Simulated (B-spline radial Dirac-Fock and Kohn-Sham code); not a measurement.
# How the levels of osmium move as electrons are removed

Calculated with a radial atomic solver, using Dirac-Fock ΔSCF + Breit + QED. Each ion is free and in its tabulated ground configuration. Correlation and solid-state effects are left out.

Reference: Os, [Xe] 4f14 5d6 6s2, with L1 12985.6 eV, M5 1972.1 eV, N3 485.9 eV, N4 305.8 eV, O3 55.37 eV, Kα1 (K-L3) 62995.0 eV, Kβ1 (K-M3) 71404.4 eV, Lα1 (L3-M5) 8911.1 eV. Shifts from it, in eV (a dash: the subshell is empty, belongs to an open shell averaged over j, or its hole state is left out as unreliable):

```tsv
ion	configuration	L1	M5	N3	N4	O3	Kα1	Kβ1	Lα1
Os⁺	[Xe] 4f14 5d6 6s1	+8.6	+8.7	+8.6	+8.7	+8.6	+0.04	+0.05	0.00
Os²⁺	[Xe] 4f14 5d6	+18.3	+18.4	+18.3	+18.4	+18.2	+0.15	+0.18	+0.02
Os³⁺	[Xe] 4f14 5d5	?	?	?	?	?	?	?	?
Os⁴⁺	[Xe] 4f14 5d4	+49.7	+49.5	+49.2	+49.2	+46.2	0.00	+0.29	+0.27
Os⁵⁺	[Xe] 4f14 5d3	+67.3	+66.8	+66.4	+66.3	+61.5	-0.07	+0.43	+0.47
Os⁶⁺	[Xe] 4f14 5d2	+86.0	+85.3	+84.6	+84.4	+77.5	-0.14	+0.62	+0.72
```

Problem. Give the missing shifts for Os³⁺.

Solution. L1 +33.3, M5 +33.3, N3 +33.1, N4 +33.1, O3 +31.7, Kα1 +0.08, Kβ1 +0.21, Lα1 +0.12 (eV).

Over this range L1 (2s) moves by +86.0 eV and Kα1 by -0.1 eV: a line is a difference of two levels that shift in the same direction.
